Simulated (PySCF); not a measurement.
Pb(Cl)(NH2) (ClH₂NPb), SMILES [NH2][Pb][Cl] (connectivity only; charge and spin as stated), neutral, multiplicity 1.

Geometry: PBE-D3(BJ)/def2-TZVP. The def2 effective core potentials stand for the cores of Pb; spin–orbit coupling is left out. One conformer was computed; it need not be the lowest.

The numbers are results of TDA-LC-ωPBE/def2-SVPD (PySCF), not measurements.

Vertical excitations. Gas-phase values at a fixed geometry. State labels are in the subgroup Cs.

Computed excitation energies, oscillator strengths and character:
| state | symmetry | energy (eV) | λ (nm) | f | main pairs |
|---|---|---|---|---|---|
| S1 | A" | 4.76 | 261 | 0.050 | HOMO−1→LUMO 95 % |
| S2 | A' | 5.07 | 244 | 0.067 | HOMO→LUMO 91 % |
| S3 | A" | 5.77 | 215 | 0.003 | HOMO−2→LUMO 93 % |
| S4 | A" | 5.91 | 210 | 0.018 | HOMO→LUMO+1 84 % |
| S5 | A' | 6.06 | 205 | 0.012 | HOMO−3→LUMO 76 %, HOMO−1→LUMO+1 17 % |
| S6 | A' | 6.52 | 190 | 0.180 | HOMO−1→LUMO+1 56 %, HOMO−3→LUMO 13 %, HOMO−2→LUMO+1 10 % |
| S7 | A" | 6.53 | 190 | 0.003 | HOMO−4→LUMO 93 % |
| S8 | A" | 6.61 | 188 | 0.026 | HOMO→LUMO+3 78 % |
| S9 | A" | 7.08 | 175 | 0.019 | HOMO−3→LUMO+1 70 %, HOMO−3→LUMO+3 12 % |
| S10 | A' | 7.20 | 172 | 0.304 | HOMO−2→LUMO+1 60 % |
| T1 | A' | 3.71 | 334 | 0 | HOMO→LUMO 92 % |
| T2 | A" | 3.77 | 328 | 0 | HOMO−1→LUMO 86 % |
| T3 | A' | 5.27 | 235 | 0 | HOMO−1→LUMO+1 74 % |
| T4 | A" | 5.61 | 221 | 0 | HOMO−2→LUMO 75 % |
Triplets are in the Tamm–Dancoff approximation.
